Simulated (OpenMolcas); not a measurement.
**Ni4+: effect of the basis set**

- Program: OpenMolcas 26.06
- Method: SS-CASPT2, IPEA 0.25 Eh, imaginary shift 0.1 Eh (closed shells correlated: 3s 3p)
- Active space: 6 electrons in 10 orbitals (3d 4d)
- State averaging: 2S+1 = 5 even, 5 roots; 2S+1 = 3 even, 45 roots; 2S+1 = 1 even, 44 roots
- Spin-orbit coupling: state interaction with AMFI integrals over the reference wave functions, term energies averaged over their components

A. ANO-RCC-VTZP [6s5p3d2f1g], DKH2, point nucleus; CASPT2 step of the order of 40 core-minutes
B. ANO-R2 [6s5p4d2f1g], X2C, finite nucleus; CASPT2 step about 27 core-minutes
C. ANO-RCC-VQZP [7s6p4d3f2g1h], DKH2, point nucleus; CASPT2 step about 28 core-minutes

Energies in cm⁻¹ above 3d⁶ ⁵D₄, the measured ground level; measured values from Corliss and Sugar, J. Phys. Chem. Ref. Data 10, 197 (1981).

```csv
Level,A,B,C,Measured
3d⁶ ⁵D₄,0.0,0.0,0.0,0.0
3d⁶ ⁵D₃,821,820,821,890
3d⁶ ⁵D₂,1379,1377,1378,1490
3d⁶ ⁵D₁,1734,1732,1732,1872
3d⁶ ⁵D₀,1907,1905,1905,2058
3d⁶ ³P₂(1),26910,26950,26520,26153
3d⁶ ³H₆,28070,28130,27670,27111
3d⁶ ³H₅,28430,28490,28030,27578
3d⁶ ³H₄,28640,28710,28240,27859
3d⁶ ³P₁(1),29400,29450,29020,28698
3d⁶ ³F₄(1),30040,30100,29610,29124
3d⁶ ³P₀(1),30380,30420,29990,29640
3d⁶ ³F₃(1),30440,30500,30010,29571
3d⁶ ³F₂(1),30750,30810,30320,29899
3d⁶ ³G₅,34210,34260,33810,33256
3d⁶ ³G₄,34950,35000,34550,34062
3d⁶ ³G₃,35230,35280,34830,34416
3d⁶ ³D₁,42620,42620,42190,41701
3d⁶ ³D₂,42630,42630,42190,41627
3d⁶ ¹I₆,42670,42770,42050,41252
3d⁶ ³D₃,42920,42910,42480,41920
3d⁶ ¹G₄(1),43820,43990,43260,42208
3d⁶ ¹S₀,49160,49240,48580,47700
3d⁶ ¹D₂,50420,50460,49850,48607
```

Deviations, from unrounded energies. A percentage is the sum of absolute deviations over the sum of measured energies, with the sign that they share, or ± where signs differ.

```
                        Against measurement  Levels     A     B     C
             mean absolute deviation (cm-1)      23   860   910   490
      fine structure of the ground term (%)       4  -7.4  -7.5  -7.5
other terms of the ground configuration (%)      19  +2.9  +3.1  +1.6
```

C lies closest to measurement on these levels and B furthest from it. The largest miss of C in the table is 3d⁶ ¹D₂, by +1200 cm-1. The ranking rests on the paired levels alone, and a cruder setting can come out closer through cancelling errors.

Among A to C the level of the table that moves most is 3d⁶ ¹G₄(1), by 730 cm-1 (lowest in C, highest in B). Moves below CASPT2's spread within the term are not significant.

Term energies are means over components that CASPT2 splits; among the terms shown or strongly mixed into the levels shown the widest spread is 220 cm-1 (3d⁶ ¹I, A). Active for correlation alone: 4d; no level in the range computed is led by a configuration that fills it, so any true level of that kind is missing. The CASPT2 spread within a term exceeds the gap to the next term for 3d⁶ ¹I and 3d⁶ ³D, so the order of their levels is uncertain (holds for A; B). Computed and measured levels are paired by configuration, term and J; levels that our copy of the source lacks, or whose pairing is in doubt (as where it misses far off the trend of its configuration), stay unpaired and out of the deviations. Only configurations of the active space appear. The table leaves out levels that lie high or whose names do not pair safely across all columns.

A number in round brackets counts repeated terms of one configuration in the order of the reference energies.
